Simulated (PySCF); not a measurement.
Bonds: B1-Cl2 1.755 Å, B1-Cl3 1.757 Å, B1-C4 1.561 Å, C4-C5 1.539 Å, C5-C6 1.520 Å. C4 carries H7, H8; C5 carries H9, H10; C6 carries H11, H12, H13.

Geometry: PBE0-D3(BJ)/def2-SVP; GIAO shifts from PySCF, gas phase, non-relativistic, averaged over equivalent atoms.

At B3LYP/pcSseg-1 (151 basis functions, 13 s wall time on 1 thread of an Arm Neoverse V1, shared host):
```json
{"atoms": "B1", "δ (ppm)": "68.6"}
{"atoms": "Cl2/Cl3", "δ (ppm)": "273.8"}
{"atoms": "C4", "δ (ppm)": "35.8"}
{"atoms": "C5", "δ (ppm)": "24.0"}
{"atoms": "C6", "δ (ppm)": "20.6"}
{"atoms": "H9/H10", "δ (ppm)": "1.29"}
{"atoms": "H7/H8", "δ (ppm)": "1.28"}
{"atoms": "H11/H12/H13", "δ (ppm)": "1.11"}
```

δ = σ(ref) − σ, references computed at the same level: 11B (σ = 97.83 ppm) vs BF3·OEt2; 35Cl (σ = 930.46 ppm) vs HCl; 13C (σ = 179.24 ppm) and 1H (σ = 31.38 ppm) against TMS.

Estimate the result of repeating the calculation with PBE0/pcSseg-1.

Answers


```csv
atoms,δ at PBE0/pcSseg-1,change
B1,66.3,-2.3
Cl2/Cl3,276.6,+2.8
C4,34.7,-1.1
C5,22.3,-1.7
C6,19.8,-0.8
H9/H10,1.27,-0.02
H7/H8,1.30,+0.02
H11/H12/H13,1.09,-0.02
```

References, each an isolated molecule treated in the same way: 11B (σ = 100.73 ppm) vs BF3·OEt2; 35Cl (σ = 943.27 ppm) against HCl; TMS for 13C (σ = 184.41 ppm), 1H (σ = 31.27 ppm).

The largest change is at Cl2/Cl3 (chlorine bonded to B). Cost: 151 basis functions, 22 s wall time on 1 thread of an Arm Neoverse V1, shared host. The order of the carbon signals is the same at both levels.

A carbon bonded to boron is broadened by the quadrupolar boron nucleus and is often missing from a measured spectrum.
